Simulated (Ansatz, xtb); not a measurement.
**C3H6N2OSi2: which of two isomers lies lower**

Structure I: `C#C[Si@H](N)O[SiH2]C#N`, a singlet. Structure II: `C[Si@H](C#N)O[SiH2]C#N`, a singlet. Both are isolated molecules in the gas phase, relaxed with r2SCAN-D4/def2-SVP, each in the lowest conformer that the search found.

Task: Which of the two would you expect CCSD(T)/def2-SVP + ΔMP2/def2-TZVPP electronic energies to favour?

Result: Structure II; the calculation gives E(II) − E(I) = −16.2 kcal/mol.

The same difference at several levels:

| level | geometry | E(II) − E(I) (kcal/mol) | departure from the last row (kcal/mol) | job, with rough time for the two |
| --- | --- | --- | --- | --- |
| r2SCAN-D4/def2-SVP | r2SCAN-D4/def2-SVP | −19.1 | −2.9 | optimisation, 4.1 min |
| HF/def2-SVP | r2SCAN-D4/def2-SVP | −20.3 | −4.1 | part of the CCSD(T) run |
| MP2/def2-SVP | r2SCAN-D4/def2-SVP | −22.5 | −6.2 | part of the CCSD(T) run |
| CCSD(T)/def2-SVP | r2SCAN-D4/def2-SVP | −22.7 | −6.5 | single point |
| CCSD(T)/def2-SVP + ΔMP2/def2-TZVPP | r2SCAN-D4/def2-SVP | −16.2 |  | single point, 89 s |

As drawn, II has 1 C–Si, 1 C≡N, 2 C–H in place of 1 C≡C, 1 N–Si, 2 N–H.

The levels shown agree on the order. The largest departure from CCSD(T)/def2-SVP + ΔMP2/def2-TZVPP is that of CCSD(T)/def2-SVP, 6.5 kcal/mol. A small imaginary or near-zero mode remains, so no thermal terms are given. Levels run at GFN2-xTB geometries aren't shown. The last row adds to CCSD(T) the change of the MP2 difference between the two basis sets, here +6.5 kcal/mol, a large step that makes the value less sure.

The correlated steps freeze 16 core orbitals. Run with Ansatz 0.2.0, xtb 6.7.1; the last row on 4 threads of Arm Neoverse V1 on a shared host.
